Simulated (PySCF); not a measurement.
H6Ge2, charge +1, doublet, at a GFN2-xTB geometry (a state made from the parent by changing its charge; the spin is typed, not shown lowest). Base run: DF-PBE0/6-31G** run with PySCF.

PySCF was given this input:
```python
from pyscf import gto, scf, dft

mol = gto.M(
    atom='''
Ge   -1.294693    0.136967   -0.019984
Ge    1.294693   -0.136967    0.019984
H    -1.736890   -0.853950   -1.069363
H    -1.489179    1.585660   -0.396969
H    -1.706715   -0.209863    1.390193
H     1.489815   -1.573047    0.442185
H     1.740859    0.886572    1.035835
H     1.702110    0.164629   -1.401882
''',
    basis='6-31g**',
    charge=1,
    spin=1,
    verbose=4,
    symmetry=True,
)

mf = dft.UKS(mol)
mf.xc = 'pbe0'
mf = mf.density_fit(auxbasis='def2-universal-jkfit')
mf.kernel()
mf.analyze()
```

The base run was repeated with changes; each row names its change, and settings that it needs were set with it.

| change | ΔE vs base (mEh) | point group used | SCF cycles |
|---|---|---|---|
| base | 0.000 | C2 | 9 |
| irrep_nelec = A:(19, 17) B:(16, 17) | 358.1 | C2 | 18 |
| irrep_nelec = A:(17, 17) B:(18, 17) | 252.6 | C2 | 10 |
| symmetry = off | 0.000 | C1 | 9 |

Open shells are given as the SCF converged; they aren't shown to be the lowest states, and a large step between rows can be another state.
